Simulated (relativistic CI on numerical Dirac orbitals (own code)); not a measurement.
# What each ingredient does to the levels of Pd21+

Base calculation: Dirac-Coulomb-Breit CI, separate exchange-only KLI orbitals for each configuration, a model potential for QED, unscaled Slater integrals.

Configurations in the expansion (outside the closed core [Ne]): 3s²3p⁶3d⁷, 3s²3p⁵3d⁸, 3s²3p⁴3d⁹, 3s3p⁶3d⁸, 3p⁶3d⁹, 3s3p⁵3d⁹, 3s²3p⁶3d⁶4s, 3s²3p⁶3d⁶4p, 3s²3p⁶3d⁶4d, 3s²3p⁶3d⁶4f, 3s²3p⁴3d⁸4s, 3s²3p⁵3d⁷4s, 3s²3p⁶3d⁵4s², 3s²3p⁴3d⁸4p, 3s²3p⁵3d⁷4p, 3s²3p⁶3d⁶5s. Levels of other configurations are missing.

Variants: (1) non-relativistic limit; (2) only the first configuration. Shifts of the energy above 3s²3p⁶3d⁷ ⁴F9/2, in cm⁻¹, for the lowest level and the first level of each name with at least 55 % of one term (blank where a level changes its place among those of its configuration and J or its character, or is not in the variant):

| Level | Base | Δ(1) | Δ(2) |
| --- | --- | --- | --- |
| 3s²3p⁶3d⁷ ⁴F9/2 | 0 | 0 | 0 |
| 3s²3p⁶3d⁷ ⁴F7/2 | 38009 | -38009 | -75 |
| 3s²3p⁶3d⁷ ⁴F5/2 | 47982 | -47982 | +1979 |
| 3s²3p⁶3d⁷ ⁴P5/2 | 81792 | -25524 | +3615 |
| 3s²3p⁶3d⁷ ²G9/2 | 84420 | -22842 | -132 |
| 3s²3p⁶3d⁷ ⁴P1/2 | 95735 | -39468 | +5679 |
| 3s²3p⁶3d⁷ ²G7/2 | 113933 | -52355 | +1081 |
| 3s²3p⁶3d⁷ ²H11/2 | 114684 | -29555 | -2555 |
| 3s²3p⁶3d⁷ ²D5/2 | 128213 | -46174 | +6258 |
| 3s²3p⁶3d⁷ ²P1/2 | 146085 | -73993 | +7680 |
| 3s²3p⁶3d⁷ ²H9/2 | 154142 | -69013 | -1720 |
| 3s²3p⁶3d⁷ ²F5/2 | 167389 | -29666 | +4810 |
| 3s²3p⁶3d⁷ ²D3/2 | 181886 | -99847 | +6480 |
| 3s²3p⁶3d⁷ ²F7/2 | 189862 | -52139 | +4239 |
| 3s²3p⁵3d⁸ ⁴G°11/2 | 1410516 | -56498 |  |
| 3s²3p⁵3d⁸ ²F°7/2 | 1459046 |  |  |
| 3s²3p⁵3d⁸ ²D°5/2 | 1462241 |  |  |
| 3s²3p⁵3d⁸ ⁴G°9/2 | 1475200 | -121182 |  |
| 3s²3p⁵3d⁸ ²S°1/2 | 1529717 | -89655 |  |
| 3s²3p⁵3d⁸ ²D°3/2 | 1532189 | -128733 |  |
| 3s²3p⁵3d⁸ ²G°7/2 | 1582254 |  |  |
| 3s²3p⁵3d⁸ ⁴D°1/2 | 1597926 | -154428 |  |

At this charge energies of transitions that change n are usually good to better than 1 %, and those within a shell (Δn = 0) to a few per cent. Terms inside the open d or f shell come out 10 to 20 % too wide with unscaled integrals.

Ionisation energy from the two ground configurations alone: base 1000.31 eV. The NIST ASD value (theoretical) is 1000 eV.

LS names give the leading component of a level, which can be under half, so a name can repeat, a term be missing and a line seem to break the LS rules.
